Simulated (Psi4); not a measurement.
Intermolecular potential of Cl2 ··· H2Se (SMILES ClCl and [SeH2]). Monomers: optimised at B3LYP-D3(BJ) (def2-TZVP), held rigid. Orientation: a random orientation, not optimised. R is the distance of the centres of mass, along which the second monomer moves.

Geometry at R = 4.13 Å (first 2 atoms: monomer A):
```
5

Cl     1.0067     0.0000     0.0000
Cl    -1.0067     0.0000     0.0000
Se    -0.1941    -3.4741    -2.2435
H     -0.2723    -2.0078    -2.1661
H     -1.6575    -3.5897    -2.1596
```

Method: SAPT0/jun-cc-pVDZ, frozen core run with Psi4.

Components in kcal/mol:

```
R / Å  electrostatics  exchange  induction  dispersion  total
-----  --------------  --------  ---------  ----------  -----
3.52            -3.84     10.68      -1.09       -2.79   2.96
3.75            -1.93      5.30      -0.54       -1.85   0.98
3.95            -1.07      2.85      -0.29       -1.31   0.18
4.13            -0.63      1.62      -0.17       -0.97  -0.15
4.34            -0.34      0.84      -0.09       -0.70  -0.29
4.54            -0.20      0.44      -0.05       -0.52  -0.32
4.86            -0.09      0.16      -0.02       -0.33  -0.28
5.16            -0.05      0.06      -0.01       -0.22  -0.22
5.67            -0.03      0.01       0.00       -0.12  -0.14
6.34            -0.02      0.00       0.00       -0.06  -0.08
7.35            -0.01      0.00       0.00       -0.02  -0.03
8.62            -0.01      0.00       0.00       -0.01  -0.01
```
